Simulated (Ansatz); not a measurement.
HfCl₄, 5 atoms. Hardware: 2 threads of Arm Neoverse V2 on a shared host.

In the def2 sets Hf takes a core potential; there is no spin–orbit coupling. Correlated methods freeze 20 core orbitals; core or outer-core shells of Hf are correlated, in sets that lack core-valence functions.

**Question.** How many basis functions does each of these Ansatz runs have, and roughly what does it cost? PBE0-D4/def2-SVP, charge 0 singlet, energy with a search over starts; CCSD(T)/def2-TZVP, charge 0 singlet, energy, from earlier orbitals; PBE-D4/def2-SVP, charge 0 singlet, energy, from earlier orbitals; ωB97X-V/def2-TZVP, charge 0 singlet, energy, from earlier orbitals; PBE-D4/def2-SVP, charge 0 singlet, relaxation, 4 steps; BLYP-D4/def2-TZVP, charge 0 singlet, energy, from earlier orbitals; PBE0-D4/def2-TZVPD, charge -1 doublet at the geometry of the charge 0 singlet, energy, from earlier orbitals; r2SCAN-D4/def2-TZVP, charge 0 triplet at the geometry of the charge 0 singlet, energy, from earlier orbitals; PBE0-D4/def2-TZVP, charge 1 doublet at the geometry of the charge 0 singlet, energy, from earlier orbitals; PBE0-D4/def2-SVP, charge -1 doublet at the geometry of the charge 0 singlet, energy with a search over starts; PBE0-D4/def2-SVP, charge 0 singlet, energy, from earlier orbitals; HSE06-D4/def2-TZVP, charge 0 singlet, energy, from earlier orbitals.

**Answer.** Other jobs shared the machine, so times can vary by a factor of up to 3. A dash marks memory too small to be measured apart from the calling script's.

```json
{"run": "PBE-D4/def2-SVP, charge 0 singlet, energy, from earlier orbitals", "functions": "104", "fitting or Cholesky vectors": "1094", "wall time": "2.1 s", "peak host memory (GiB)": "–"}
{"run": "PBE0-D4/def2-SVP, charge 0 singlet, energy, from earlier orbitals", "functions": "104", "fitting or Cholesky vectors": "956", "wall time": "2.9 s", "peak host memory (GiB)": "–"}
{"run": "BLYP-D4/def2-TZVP, charge 0 singlet, energy, from earlier orbitals", "functions": "188", "fitting or Cholesky vectors": "1369", "wall time": "3.5 s", "peak host memory (GiB)": "–"}
{"run": "PBE0-D4/def2-SVP, charge 0 singlet, energy with a search over starts", "functions": "104", "fitting or Cholesky vectors": "956", "wall time": "3.7 s", "peak host memory (GiB)": "–"}
{"run": "HSE06-D4/def2-TZVP, charge 0 singlet, energy, from earlier orbitals", "functions": "188", "fitting or Cholesky vectors": "1465", "wall time": "5.5 s", "peak host memory (GiB)": "0.62"}
{"run": "PBE-D4/def2-SVP, charge 0 singlet, relaxation, 4 steps", "functions": "104", "fitting or Cholesky vectors": "1094", "wall time": "12 s", "peak host memory (GiB)": "–"}
{"run": "ωB97X-V/def2-TZVP, charge 0 singlet, energy, from earlier orbitals", "functions": "188", "fitting or Cholesky vectors": "1410", "wall time": "16 s", "peak host memory (GiB)": "0.72"}
{"run": "PBE0-D4/def2-TZVP, charge 1 doublet at the geometry of the charge 0 singlet, energy, from earlier orbitals", "functions": "188", "fitting or Cholesky vectors": "1465", "wall time": "34 s", "peak host memory (GiB)": "1.2"}
{"run": "PBE0-D4/def2-SVP, charge -1 doublet at the geometry of the charge 0 singlet, energy with a search over starts", "functions": "104", "fitting or Cholesky vectors": "956", "wall time": "39 s", "peak host memory (GiB)": "–"}
{"run": "PBE0-D4/def2-TZVPD, charge -1 doublet at the geometry of the charge 0 singlet, energy, from earlier orbitals", "functions": "227", "fitting or Cholesky vectors": "1671", "wall time": "46 s", "peak host memory (GiB)": "1.6"}
{"run": "r2SCAN-D4/def2-TZVP, charge 0 triplet at the geometry of the charge 0 singlet, energy, from earlier orbitals", "functions": "188", "fitting or Cholesky vectors": "1369", "wall time": "60 s", "peak host memory (GiB)": "0.61"}
{"run": "CCSD(T)/def2-TZVP, charge 0 singlet, energy, from earlier orbitals", "functions": "188", "fitting or Cholesky vectors": "1210", "wall time": "2.2 min", "peak host memory (GiB)": "2.1"}
```
